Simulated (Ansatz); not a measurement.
CH3 (SMILES [CH3+]), charge 1, multiplicity 1, relaxed at each level with Ansatz (an electronic-structure program); harmonic frequencies from differences of analytic forces, average atomic masses, frozen cores.

Problem. Give the equilibrium geometry, the harmonic frequencies and the zero-point energy at CCSD(T)/cc-pVTZ.

Solution. 
(charge 1, multiplicity 1):
```xyz
4

C      0.000     0.000     0.000
H      1.031    -0.341     0.104
H     -0.809    -0.727    -0.079
H     -0.222     1.067    -0.025
```
Frequencies (cm⁻¹): 1431, 1435, 1435, 3042, 3240, 3240. Zero-point energy 19.76 kcal/mol.

Problem. Give the equilibrium geometry, the harmonic frequencies and the zero-point energy at CCSD(T)/cc-pVQZ.

Solution. 
(charge 1, multiplicity 1):
| atom | x (Å) | y (Å) | z (Å) |
|---|---|---|---|
| C | 0.0000 | 0.0000 | 0.0000 |
| H | 1.0294 | -0.3402 | 0.1036 |
| H | -0.8081 | -0.7259 | -0.0786 |
| H | -0.2213 | 1.0661 | -0.0250 |
Frequencies (cm⁻¹): 1426, 1432, 1432, 3045, 3245, 3245. Zero-point energy 19.76 kcal/mol.
